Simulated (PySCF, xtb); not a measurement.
C4H7NSi, SMILES C/C(C#N)=C/[SiH3].

GFN2-xTB run with xtb at its own geometry gives an orbital gap of 3.67 eV and a dipole moment of 3.51 D.

Coordinates come from a PBE0-D3(BJ)/def2-SVP optimisation. A frequency run showed that this geometry is not a minimum. The structure was generated by enumeration; whether it is a known compound was not checked.

Q: What does ωB97X/def2-TZVP (PySCF) give? (An estimate is asked for; the answer gives what the named calculation found.)

A: gap 10.55 eV (levels -10.30 and 0.25 eV), dipole 3.97 D.
